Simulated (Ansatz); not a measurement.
C2H6BFSi, SMILES `CC1[SiH2]B1F`. The species carries charge 0 and has multiplicity 1. The structure was optimised at the PBE0-D4/def2-TZVP level.

```xyz
11

C     1.183    0.707   -0.711
C     0.320   -0.004    0.303
Si   -1.293   -1.161    0.245
B    -0.862    0.536    1.076
F    -1.324    1.735    1.357
H     0.593    1.407   -1.306
H     1.659    0.005   -1.400
H     1.974    1.283   -0.221
H     0.858   -0.761    0.891
H    -2.169   -1.227   -0.955
H    -0.939   -2.518    0.722
```

(1) What is the dipole moment at r2SCAN/def2-TZVPP? (An estimate is asked.)

(2) And with PBE, B3LYP, ωB97M-V? (Best estimate.)

(3) Give the Mulliken charges with r2SCAN, B3LYP, ωB97M-V in def2-TZVPP. (Best estimate.)

## Answers

(1) Ansatz gave: 1.48 D, with components (1.13, -0.76, -0.57) D in this frame, pointing from negative to positive charge.

(2) Computed: PBE 1.44 D, B3LYP 1.46 D, ωB97M-V 1.42 D.

(3) The calculation gave: 
```
atom  r2SCAN  B3LYP  ωB97M-V
  C1   -0.13  -0.24    -0.30
  C2   -0.21  -0.22    -0.25
 Si3    0.09   0.04     0.01
  B4    0.34   0.36     0.31
  F5   -0.26  -0.24    -0.23
  H6    0.05   0.08     0.10
  H7    0.05   0.09     0.11
  H8    0.06   0.09     0.11
  H9    0.14   0.15     0.17
 H10   -0.07  -0.06    -0.02
 H11   -0.05  -0.05    -0.01
```

B3LYP here is the variant with VWN-RPA as its local correlation; programs differ in this.
